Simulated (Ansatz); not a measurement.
CH5O2Si (`[CH2][SiH](O)O`) radical. Charge 0, multiplicity 2. Geometry: relaxed with PBE0-D4/def2-TZVP. It is one conformer, not always the lowest.

```xyz
9

C    -0.218   -0.803   -1.224
Si    0.223    0.401    0.085
O     1.189   -0.261    1.241
O    -1.221    0.925    0.672
H    -1.238   -0.940   -1.570
H     0.526   -1.405   -1.737
H     1.038    1.538   -0.408
H     0.900   -1.090    1.627
H    -1.198    1.635    1.315
```

Task: What is the dipole moment at r2SCAN/def2-TZVPP? (Best estimate.)

Result: The calculation gave: 0.88 D, with components (-0.46, -0.59, 0.47) D in this frame, pointing from negative to positive charge.

Task: And with PBE, B3LYP, ωB97M-V? (Best estimate.)

Result: Ansatz gave: PBE 0.87 D, B3LYP 0.83 D, ωB97M-V 0.87 D.

Task: Give the Mulliken charges with r2SCAN, PBE, ωB97M-V in def2-TZVPP. (An estimate is asked.)

Result: Computed: 
```
atom  r2SCAN    PBE  ωB97M-V
  C1   -0.34  -0.31    -0.41
 Si2    0.68   0.53     0.61
  O3   -0.42  -0.35    -0.38
  O4   -0.42  -0.35    -0.38
  H5    0.11   0.11     0.14
  H6    0.10   0.11     0.14
  H7   -0.12  -0.11    -0.07
  H8    0.20   0.19     0.18
  H9    0.20   0.19     0.18
```

B3LYP here is the variant with VWN-RPA as its local correlation; programs differ in this.
